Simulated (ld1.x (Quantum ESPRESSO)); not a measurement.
# What one change does to a pseudopotential (Ho, PAW)

holmium (Ho), PAW, made with ld1.x (Quantum ESPRESSO) 7.5 (LDA (PZ), scalar-relativistic). Core [Kr] 4d10 4f10, reference 5s2 5p6 5d1 6s1 6p0 (charge +1). Waves: 5s (bound): rcut 1.85, rcutus 2.20 bohr; 6s (bound): rcut 1.85, rcutus 2.20 bohr; 5p (bound): rcut 2.60, rcutus 3.05 bohr; 6p (bound, empty): rcut 2.60, rcutus 3.05 bohr; 5d (bound): rcut 1.85, rcutus 2.20 bohr; 5d channel at 4.5 Ry: rcut 1.85, rcutus 2.20 bohr. Local part: all-electron potential smoothed inside 2.35 bohr (lloc = -1). Core correction: Bessel-smoothed model core, default radius (core density twice the valence density). Augmentation charge: BESSEL, radius 1.90 bohr.

All-electron outer shells of the reference configuration (LDA (PZ), scalar-relativistic, ld1.x):

| shell | level (eV) | outermost node (bohr) | outermost maximum (bohr) |
| --- | --- | --- | --- |
| 5s | -61.15 | 0.61 | 1.13 |
| 5p | -35.84 | 0.66 | 1.28 |
| 4f | -16.16 | – | 0.52 |
| 6s | -9.95 | 1.51 | 3.07 |
| 5d | -8.46 | 0.74 | 1.88 |
| 6p | -6.01 | 1.81 | 3.94 |

Change: wave 5d channel at 4.5 Ry: rcut 1.85, rcutus 2.20 bohr becomes 5d channel at -0.23 Ry: rcut 1.85, rcutus 2.20 bohr.

Cutoffs: the cutoffs (Ry, on a coarse ladder) from which the occupation-weighted sum of valence levels, in a spherical-Bessel basis at the reference potential, stays within 10 and 1 mRy of its value at 400 Ry; they do not see the model core or the augmentation charge, which bear on the density cutoff. Errors are all-electron minus pseudo energies relative to the spin-unpolarised reference configuration. Spin-polarised tests are left out, since the open f shell is frozen unpolarised in the core.

**Question.** How do hardness, ghosts and transferability respond?

**Answer.** The potential gets neither clearly harder nor softer (18 Ry and 21 Ry → 18 Ry and 21 Ry); the errors of the 7 common tests hardly move; neither file shows a bound ghost.

| quantity | base | changed |
| --- | --- | --- |
| cutoff, loose | 18 Ry | 18 Ry |
| cutoff, tight | 21 Ry | 21 Ry |
| bound ghosts | none | none |
| error for 5s2 5p6 5d1 6s2 6p0, meV [ΔE -7.15 eV] | +0.5 | +0.6 |
| error for 5s2 5p6 5d1 6s0 6p0, meV [ΔE 12.88 eV] | -11 | -11 |
| error for 5s2 5p6 5d0 6s0 6p0, meV [ΔE 33.05 eV] | -133 | -133 |
| error for 5s2 5p6 5d1 6s0 6p1, meV [ΔE 3.97 eV] | -1.0 | -0.8 |
| error for 5s2 5p5 5d1 6s2 6p0, meV [ΔE 27.35 eV] | -214 | -213 |
| error for 5s2 5p6 5d1 6s0 6p2, meV [ΔE -0.58 eV] | +0.9 | +1.0 |
| error for 5s2 5p6 5d2 6s1 6p0, meV [ΔE -4.87 eV] | -12 | -12 |
| s: phases at 3.28 bohr within 0.05 rad from the reference energy up to (Ry; the scan ends near 5) | 3.0 | 3.0 |
| p: phases at 3.28 bohr within 0.05 rad from the reference energy up to (Ry; the scan ends near 5) | 1.5 | 1.5 |
| d: phases at 3.28 bohr within 0.05 rad from the reference energy up to (Ry; the scan ends near 5) | to the end of the scan | to the end of the scan |
| lowest overlap eigenvalue by channel | s 0.00, p 0.70, d 0.85 | s 0.00, p 0.70, d 0.93 |
